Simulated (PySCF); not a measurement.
**Electron correlation in S⁺ (sulfur, charge +1)**

[Ne] 3s2 3p3, high-spin 4S determinant. Calculation: PySCF 2.14, in dyall-av2z; no relativity, point nucleus. Frozen: [Ne]; 5 electrons correlated; the 16 highest virtual orbitals of each spin left out.

MP2 pair energies summed by pair of shells (mhartree):

| pair | energy | share (%) |
| --- | --- | --- |
| 3s-3p | -47.18 | 64.5 |
| 3p-3p | -17.66 | 24.1 |
| 3s-3s | -8.31 | 11.4 |

Total MP2 correlation energy: -73.15 mhartree.

Same-spin part -20.15 and opposite-spin part -53.00 mhartree; SCS-MP2 scales them by 1/3 and 6/5 to -70.32 mhartree.
